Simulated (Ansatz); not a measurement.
```xyz
4

C     0.0000    0.0000    0.0000
H     1.1776    0.0000    0.0000
H    -0.5888    1.0198    0.0000
H    -0.5888   -1.0198    0.0000
```

Basis set: 6-31G* (spherical functions). Frozen core: 1 orbital. Charge 0, multiplicity 2.

Computed with Ansatz (development build ahead of 0.2.0); each method stands on the lowest determinant of its kind that the runs found.

Task: Give the atomization energy at this shape (free ground-state atoms in the same class of orbitals less the molecule, no zero-point energy) of doublet CH₃ by UHF-MP2, UHF.

Result:

```csv
method,atomization energy
UHF-MP2,266.19 kcal/mol
UHF,228.04 kcal/mol
```

Caution: the shape is not the minimum.
